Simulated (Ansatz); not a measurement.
**Two structures, one formula**

The two ends of one reaction step of SiH$_{4}$SO$_{3}$, singlet (PBE0-D4/def2-TZVP).

A:

| atom | x (Å) | y (Å) | z (Å) |
| --- | --- | --- | --- |
| Si1 | -0.0258 | 0.0862 | -0.0457 |
| O2 | 1.1847 | 0.4530 | 0.9812 |
| S3 | -1.1189 | -1.5130 | 0.8246 |
| H4 | -0.0175 | -2.1355 | 1.2758 |
| O5 | -1.1082 | 1.2793 | -0.3193 |
| O6 | 0.6829 | -0.2310 | -1.4795 |
| H7 | 1.9597 | 0.8611 | 0.5889 |
| H8 | -1.6670 | 1.5426 | 0.4137 |
| H9 | 0.1100 | -0.3428 | -2.2396 |

B:

```xyz
9
angstrom
Si -0.4275 -0.2420 -0.1981
O 1.0233 0.0881 1.0352
S -1.2444 -1.8129 0.6611
H 0.8937 -0.6818 1.6210
O -1.1356 1.2299 -0.2725
O 0.5723 -0.2682 -1.4971
H 1.8726 -0.0036 0.5802
H -1.9446 1.2987 0.2400
H 0.3900 0.3916 -2.1696
```

Computed with Ansatz 0.2.0 (basis: def2-TZVPP); correlated methods freeze the cores. B3LYP uses VWN-RPA correlation.

(1) Which structure is lower at CCSD(T), and by how much? (Judge from chemistry; the value comes from the calculation.)

T1 diagnostic: at most 0.012.

Results:

(1) The calculation gives: A, by 30.78 kcal/mol (electronic energy, against the other). By their contacts, A is SiH₄SO₃ ([OH][Si]([OH])([OH])[SH]) and B is SiH₄SO₃ ([OH][Si]([OH])([OH2])[S]).

All methods give the same order:

```tsv
method	E(B) − E(A) (kcal/mol)
SPW92	26.29
PBE-D4	27.39
BLYP-D4	29.28
r2SCAN-D4	29.49
B97M-V	29.26
PBE0-D4	28.96
B3LYP-D4	30.47
r2SCAN0-D4	30.19
BHLYP-D4	32.26
CAM-B3LYP-D4	31.49
wB97X-V	31.09
wB97M-V	29.45
B2PLYP	30.45
PBE-QIDH	29.99
RPA on PBE	31.62
HF	34.83
MP2	29.58
CCSD	31.85
CCSD(T)	30.78
```

Labels in which every atom is bracketed show which atoms are joined, not bond orders.

For scale, one of the runs: CCSD(T)/def2-TZVPP, 233 basis functions, launched by `ansatz run in.yaml --threads 4 --pin off --events-out ev --progress --plain --max-ram 9574MiB`. Time: 100 s of wall clock on 4 CPU threads of an Arm Neoverse V2; the host was shared. Peak host memory: 4.1 GiB.
